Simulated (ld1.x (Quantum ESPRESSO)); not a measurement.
# What the settings do to the TM potential of boron (B)

Base potential:

boron (B), norm-conserving Troullier–Martins (Kleinman–Bylander form), made with ld1.x (Quantum ESPRESSO) 7.5 (PBEsol, scalar-relativistic). Core [He], reference 2s2 2p1. Waves: 2p (bound): rc 1.95 bohr; 2s (bound): rc 1.55 bohr. Local part: the s channel. Core correction: Bessel-smoothed model core inside 0.70 bohr.

All-electron outer shells of the reference configuration (PBEsol, scalar-relativistic, ld1.x):

| shell | level (eV) | outermost node (bohr) | outermost maximum (bohr) |
| --- | --- | --- | --- |
| 1s | -179.55 | – | 0.21 |
| 2s | -9.36 | 0.46 | 1.52 |
| 2p | -3.56 | – | 1.59 |

Cutoffs, loose and tight: the cutoffs (Ry, on a coarse ladder) from which the occupation-weighted sum of valence levels, in a spherical-Bessel basis at the reference potential, stays within 10 and 1 mRy of its value at 400 Ry. They do not see the model core or the augmentation charge, which bear on the density cutoff. Test errors are all-electron minus pseudo excitation energies from the reference, over the configurations 2s2 2p0; 2s1 2p0; 2s2 2p0.5; 2s1 2p2; 2s1 2p1; 2s0 2p3; 2s2 2p1.3. A dash means not determined; rows that change the core or the reference have their own tests.

```tsv
change	outcome	cutoff, loose	cutoff, tight	bound ghosts	largest test error (meV)
base	generated	21 Ry	50 Ry	none	+67
core correction none	generated	21 Ry	50 Ry	none	+98
core correction Bessel-smoothed model core inside 0.88 bohr	generated	21 Ry	50 Ry	none	+79
core correction Bessel-smoothed model core inside 1.08 bohr	generated	21 Ry	50 Ry	none	+76
core correction Bessel-smoothed model core inside 1.22 bohr	generated	21 Ry	50 Ry	none	+61
core correction Bessel-smoothed model core inside 1.46 bohr	generated	21 Ry	50 Ry	none	+75
core correction Bessel-smoothed model core inside 1.62 bohr	generated	21 Ry	50 Ry	none	+87
core correction Bessel-smoothed model core inside 1.82 bohr	generated	21 Ry	50 Ry	none	+94
```
